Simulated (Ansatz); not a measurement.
C2H8OSi2 can be A, `O[Si@H]1C[C@@H]1[SiH3]`, or B, `[SiH3]C[SiH]1CO1`.

Gas-phase electronic energies from Ansatz, PBE0-D4/def2-TZVP geometries. CCSD(T)/CBS is the MP2 limit (def2-TZVPP, def2-QZVPP) plus CCSD(T) − MP2 in def2-TZVPP, frozen cores. Functionals use def2-TZVPP. B3LYP here is the variant with VWN-RPA as its local correlation; programs differ in this. Each species was taken in one conformer, which may not be the lowest.

Q: Which is lower in electronic energy at CCSD(T)/CBS, and by how much? (Estimate.)

A: The calculation gave: A, by 13.3 kcal/mol.

Q: Give E(B) − E(A) in kcal/mol with PBE0-D4, CCSD/def2-TZVPP, r2SCAN-D4, B2PLYP, HF/def2-TZVPP, B3LYP, CCSD(T)/def2-TZVPP. (Best estimate.)

A: The calculation gave: PBE0-D4 12.6, CCSD/def2-TZVPP 13.0, r2SCAN-D4 11.8, B2PLYP 12.0, HF/def2-TZVPP 13.4, B3LYP 11.1, CCSD(T)/def2-TZVPP 12.6. None reverses the order clearly.

Largest T1 diagnostic: 0.013.

From PBE to PBE0 (25 % exact exchange), in def2-TZVPP and without D4, E(B) − E(A) moves by +1.9 kcal/mol.
